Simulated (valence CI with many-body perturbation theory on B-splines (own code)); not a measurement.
Ti⁷⁺ in three bases

Calculated by configuration interaction combined with many-body perturbation theory (CI+MBPT): five valence electrons over a frozen Dirac-Fock core [Ne], a basis of 9 s, 9 p, 8 d, 6 f, 3 g, 1 h functions for each j, with the one-electron correlation potential Σ1 (screened to all orders), the two-electron term Σ2, the three-electron term Σ3, Breit, model QED; selected single and double excitations, second order for the rest, scaled by the run's own slope (own B-spline code, finite nucleus).

Against 6 measured levels this calculation errs by 122 cm⁻¹ on average and by 205 at most. These come from a selection out of Corliss and Sugar, J. Phys. Chem. Ref. Data 8, 1 (1979). Levels without a partner in it may be off by more. Among the levels kept, up to 1700 cm⁻¹ of a level comes from second order outside the variational space, and about a tenth of that is noise between levels of different J, which matters for small intervals.

The reference run has the lowest level 3s2.3p3 4S°_3/2 and an ionisation energy of 168.620 eV. Its largest variational space holds 19983 state functions.

Names give the largest LS component (configuration and term), which can be under half, so a name can repeat, a term be missing and a line seem to break the LS rules; names also repeat where a configuration has a term twice. Letters in brackets count levels of one name in rising energy.

Changed runs:
A. basis 6 s, 6 p, 5 d, 3 f, 1 g
B. basis 5 s, 5 p, 4 d, 2 f

Excitation energies of the reference run in cm⁻¹, and shifts in cm⁻¹:

| Level | Reference | A | B |
| --- | --- | --- | --- |
| 3s2.3p3 2D°_3/2 | 32417 | +188 | +723 |
| 3s2.3p3 2D°_5/2 | 33482 | +186 | +720 |
| 3s2.3p3 2P°_1/2 | 54505 | +224 | +833 |
| 3s2.3p3 2P°_3/2 | 55944 | +220 | +822 |
| 3s.3p4 4P_5/2 | 194428 | +3.1 | +129 |
| 3s.3p4 4P_3/2 | 198050 | +2.4 | +125 |
| 3s.3p4 4P_1/2 | 199909 | +1.6 | +124 |
| 3s.3p4 2D_3/2 | 241088 | +148 | +557 |
| 3s.3p4 2D_5/2 | 241549 | +146 | +557 |
| 3s2.3p2.3d 2P_3/2 [a] | 278115 | +169 | +470 |
| 3s2.3p2.3d 2P_1/2 [a] | 281234 | +179 | +530 |
| 3s.3p4 2S_1/2 | 290625 | +295 | +1012 |
| Ionisation energy (eV) | 168.620 | -0.022 | -0.063 |
